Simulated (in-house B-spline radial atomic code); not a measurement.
Radial electron density of Ce VI (Ce5+), [Ar] 3d9 4s2 4p6 4d10 5s2 5p5 6d1. All numbers are computed (scalar-relativistic (X2C) LC-wPBE, spin-polarised, spherical fractional occupations, exact exchange averaged over the configuration; Fermi nucleus of rms radius 4.8771 fm) with a radial B-spline atomic code at the basis-set limit, not measured.

One-electron X2C: radii and densities carry no picture-change correction, so inner-shell <1/r> comes out high (for 1s by about 2 % at Z = 33, 5 % at 54, 10 % at 75, 30 % at 118) and <r> low.

Columns: r (bohr), 4πr²n(r) (electrons per bohr), bar.

```
0.000677    2.309 #
0.000848    3.264 #
 0.00106    4.581 ##
 0.00133    6.429 ###
 0.00166    8.892 ####
 0.00208    12.26 #####
 0.00261    16.75 #######
 0.00327    22.52 ##########
 0.00409    29.68 #############
 0.00512     38.3 #################
 0.00641    48.06 #####################
 0.00803    58.28 ##########################
  0.0101    67.83 ##############################
  0.0126     74.6 #################################
  0.0158    77.46 ##################################
  0.0197    75.69 #################################
  0.0247    70.75 ###############################
   0.031    66.77 #############################
  0.0388    69.06 ##############################
  0.0485    79.67 ###################################
  0.0608     93.8 #########################################
  0.0761    100.1 ############################################
  0.0953    91.64 ########################################
   0.119    76.51 ##################################
   0.149    71.77 ################################
   0.187    80.65 ###################################
   0.234    81.32 ####################################
   0.293    59.53 ##########################
   0.367    35.42 ################
    0.46     32.2 ##############
   0.576    37.45 ################
   0.721    30.45 #############
   0.903    17.16 ########
    1.13    10.32 #####
    1.42    7.881 ###
    1.77    4.692 ##
    2.22    1.573 #
    2.78   0.4326 
    3.48   0.4079 
    4.36   0.3342 
    5.45   0.1169 
    6.83  0.01599 
    8.55 0.0007429 
    10.7 9.429e-06 
    13.4 1.803e-08
```

On this grid the curve has 4 maxima, near 0.0158, 0.0761, 0.234, 0.576 bohr.

The 6d up radial function P(r) = rR(r), positive near the nucleus:

| r (bohr) | P |
| --- | --- |
| 0.0101 | 0.0007349 |
| 0.0158 | 0.0024 |
| 0.0247 | 0.007447 |
| 0.0388 | 0.02153 |
| 0.0608 | 0.05414 |
| 0.0953 | 0.1099 |
| 0.149 | 0.1544 |
| 0.234 | 0.08954 |
| 0.367 | -0.1226 |
| 0.576 | -0.2201 |
| 0.903 | 0.07901 |
| 1.42 | 0.3713 |
| 2.22 | -0.03122 |
| 3.48 | -0.619 |
| 5.45 | -0.3419 |
| 8.55 | -0.02726 |
